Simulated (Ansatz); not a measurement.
All numbers were calculated with Ansatz.

C$_{3}$H$_{12}$InN (`[CH3][In-]([CH3])([CH3])[NH3+]`) at its PBE0-D4/def2-TZVP geometry, where that method's forces vanish. The species carries charge 0 and has multiplicity 1. In takes the def2 core potential.

```
atom   x (Å)   y (Å)   z (Å)
  C1   2.152  -0.363  -0.621
 In2   0.060  -0.446  -0.022
  C3  -0.424  -0.844   2.063
  C4  -1.457  -0.804  -1.543
  N5  -0.265   1.963   0.098
  H6   2.766   0.126   0.140
  H7   2.549  -1.371  -0.764
  H8   2.276   0.175  -1.564
  H9  -1.450  -0.551   2.298
 H10   0.252  -0.312   2.737
 H11  -0.331  -1.911   2.280
 H12  -1.220  -0.282  -2.474
 H13  -2.444  -0.479  -1.205
 H14  -1.524  -1.870  -1.773
 H15   0.504   2.409   0.585
 H16  -0.323   2.368  -0.829
 H17  -1.120   2.190   0.592
```

Task: For each bond, give half the difference of the two atoms' forces along it (eV/Å; positive pushes the atoms apart) under PBE-D4, r2SCAN-D4, B3LYP-D4, ωB97M-V in def2-TZVPP. (An estimate is asked.)

Result: The calculation gave: 
| bond | length (Å) | PBE-D4 | r2SCAN-D4 | B3LYP-D4 | ωB97M-V |
| --- | --- | --- | --- | --- | --- |
| C1–In2 | 2.177 | 0.00 | 0.03 | 0.13 | 0.00 |
| C1–H7 | 1.093 | 0.11 | -0.02 | -0.08 | -0.04 |
| C1–H8 | 1.093 | 0.10 | -0.02 | -0.07 | -0.03 |
| In2–C3 | 2.177 | 0.00 | 0.03 | 0.13 | 0.00 |
| In2–C4 | 2.177 | 0.00 | 0.03 | 0.13 | 0.00 |
| In2–N5 | 2.434 | -0.08 | -0.03 | 0.08 | 0.01 |
| C3–H9 | 1.093 | 0.10 | -0.02 | -0.07 | -0.03 |
| C3–H10 | 1.093 | 0.10 | -0.02 | -0.07 | -0.03 |
| C3–H11 | 1.093 | 0.11 | -0.02 | -0.08 | -0.04 |
| C4–H12 | 1.093 | 0.10 | -0.02 | -0.07 | -0.03 |
| C4–H13 | 1.093 | 0.10 | -0.02 | -0.07 | -0.03 |
| C4–H14 | 1.093 | 0.11 | -0.02 | -0.08 | -0.04 |
| N5–H16 | 1.013 | 0.21 | 0.01 | -0.01 | -0.01 |
| N5–H17 | 1.013 | 0.21 | 0.01 | -0.01 | -0.01 |

B3LYP here is the variant with VWN-RPA as its local correlation; programs differ in this.
